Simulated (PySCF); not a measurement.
Compound: C8H8N (charge +1).
SMILES with atom numbers: `[CH3:1][c+:2]1[cH:3][c:4]1-[n:5]1[cH:6][cH:7][cH:8][cH:9]1`

Definitions: NICS(0) = −σiso at the ring centroid; NICS(1) = −σiso and NICS(1)zz = −σzz at ±1 Å along the ring normal z. Level: GIAO PBE0/pcSseg-1 (PySCF, non-relativistic, gas phase) on the GFN2-xTB geometry, one conformer.

Ring bond lengths (Å), with Mayer bond orders in brackets: C2–C3 1.364 (1.25), C3–C4 1.400 (1.16), C4–C2 1.417 (1.06); N5–C6 1.405 (0.96), C6–C7 1.345 (1.65), C7–C8 1.442 (1.22), C8–C9 1.345 (1.66), C9–N5 1.405 (0.96).

Task: What do the NICS probes read (ppm)?

Result: 
| ring | type | NICS(0) | NICS(1), two faces | NICS(1)zz, two faces | rms pucker (Å) | centre to ring atoms, mean (Å) |
| --- | --- | --- | --- | --- | --- | --- |
| C2–C3–C4 | 3-membered carbocycle; bonds drawn aromatic by RDKit's count | -26.3 | -11.6 / -11.4 | -18.1 / -17.9 | 0.00 | 0.80 |
| N5–C6–C7–C8–C9 | 5-membered ring with N; formal bonds all aromatic | -7.4 | -7.4 / -7.4 | -17.4 / -17.3 | 0.00 | 1.18 |

Task: What can be read from them?

Result: 
- C2–C3–C4: mean NICS(1)zz -18.0 ppm, shielded. NICS(0) lies 15 ppm below the mean NICS(1).
- N5–C6–C7–C8–C9: mean NICS(1)zz -17.3 ppm, shielded.

Task: And the bond-length index? Use HOMA with the parameters of Krygowski (1993).

Result: 
- C2–C3–C4: HOMA 0.86 = 1 − EN − GEO, with mean bond length 1.394 Å, EN = α(Ropt − mean)² = 0.008 and GEO = α × variance = 0.128.
- N5–C6–C7–C8–C9: HOMA 0.47; the largest term is that of C7–C8, α(R − Ropt)² = 0.75.

Task: List the ring angles and the Hirshfeld charges of the ring atoms.

Result: 
- C2–C3–C4: C2 60.4° (+0.126 e), C3 61.7° (+0.075 e), C4 57.9° (+0.149 e); sum 180.0° against 180° for a flat convex ring.
- N5–C6–C7–C8–C9: N5 108.0° (+0.027 e), C6 108.0° (-0.004 e), C7 108.0° (-0.025 e), C8 108.0° (-0.024 e), C9 108.0° (-0.001 e); sum 540.0° against 540° for a flat convex ring.

Task: What are the shieldings of the ring atoms and their hydrogens in the same run (means over atoms taken as equivalent)?

Result: 
| atoms | environment | σ isotropic (ppm) | principal values of the symmetric part, first atom (ppm) |
| --- | --- | --- | --- |
| C2 | unsaturated ring carbon | 20.8 | -128.6, 10.3, 180.8 |
| C3 | unsaturated ring CH carbon | 40.7 | -78.4, 11.6, 188.8 |
| C4 | unsaturated ring carbon | 31.2 | -49.8, -29.0, 172.5 |
| N5 | pyrrole-type nitrogen | 71.4 | 4.9, 28.2, 181.2 |
| C6 (×2) | aromatic CH next to a ring nitrogen | 56.6 | -30.2, 78.8, 122.5 |
| C7 (×2) | aromatic CH carbon | 51.9 | -42.3, 40.8, 157.1 |
| H on C3 | hydrogen on carbon | 22.93 | 21.8, 22.6, 24.4 |
| H on C6 (×2) | aromatic hydrogen | 24.36 | 20.8, 25.2, 27.1 |
| H on C7 (×2) | aromatic hydrogen | 24.13 | 22.0, 24.2, 26.2 |

Rough CPU time on one thread of a shared machine: about 80 s. This is the whole shielding run at PBE0/pcSseg-1, SCF included.

The values belong to the conformer `[CH3:1][c+:2]1[cH:3][c:4]1-[n:5]1[cH:6][cH:7][cH:8][cH:9]1`: C3–C4–N5–C6 180°.
